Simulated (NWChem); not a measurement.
# SiH₃Cl; SMILES [SiH3]Cl

All runs: NWChem. Level Hartree-Fock/def2-SVP: optimisations from one semi-empirical or force-field start; each run changes one setting, and all end within 0.3 mHa of each other.

| setting | optimisation steps |
|---|---|
| redundant internal coordinates, default thresholds | 4 |
| symmetry off | 4 |
| trust radius 0.05 | 4 |
| tight thresholds | 7 |
| Cartesian coordinates | 3 |
